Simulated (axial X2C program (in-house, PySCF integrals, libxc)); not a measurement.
Spin–orbit effects down a group: molecules with Ba (ions), CCSD

Computed with an in-house all-electron X2C program for linear molecules (integrals from PySCF), spin-free (one-electron X2C) or two-component (2c: spin–orbit coupling with atomic mean-field Coulomb and Gaunt terms, which also bring small scalar terms), in Dyall basis sets with cores contracted in-house; open shells are unrestricted.

Basis sets: Ba dyall-cv3z, H dyall-v3z, Li dyall-cv3z, Na dyall-cv3z. Frozen shells (counts by l): BaH⁺ Ba 4s3p2d, H none, 10 electrons correlated; LiBa⁺ Ba 4s3p2d, Li 1s, 10 electrons correlated; NaBa⁺ Ba 4s3p2d, Na 2s1p, 10 electrons correlated. Coupled cluster in natural virtuals with an MP2 remainder. Where the outer core of a metal is frozen, bonds come out longer and ionisation energies lower.

```csv
molecule,spin-free state,Re (Å),ωe (cm⁻¹),De (eV),2c state,Re 2c (Å),ωe 2c (cm⁻¹),De 2c (eV)
BaH⁺,"M_S = 0, Λ = 0",2.142,1342.4,2.41,Ω = 0,2.141,1343.4,2.42
LiBa⁺,"M_S = 0, Λ = 0",3.603,220.6,1.35,Ω = 0,3.602,220.6,1.35
NaBa⁺,"M_S = 0, Λ = 0",3.924,110.5,1.17,Ω = 0,3.924,110.5,1.17
```

Q: Work out the shifts from the spin-free to the two-component result.

A: 

| molecule | 2c state | ΔRe (Å) | Δωe (cm⁻¹) | ΔDe (eV) |
| --- | --- | --- | --- | --- |
| BaH⁺ | Ω = 0 | -0.001 | 1.0 | 0.01 |
| LiBa⁺ | Ω = 0 | -0.001 | noise | 0.00 |
| NaBa⁺ | Ω = 0 | 0.000 | noise | 0.00 |

Shifts of one unit in the last digit are rounding. Where the truncated virtual spaces of the two runs make Δωe unreliable it is marked noise.

Fragments in 2c: Ba+ + H, Ba+ + Li, Ba + Na+. Each entry is the lowest single determinant of a limited PBE0 search at one distance. De goes to single-determinant-based atoms at the same level (for ions the charge split of lowest energy) and is withheld (n/a) where an atom does not fit its ground term or J level. Main or longest-lived isotopes. One determinant is a doubtful description, or other states lie close, for LiBa⁺, NaBa⁺; these need not be ground states, and all values refer to the states named.
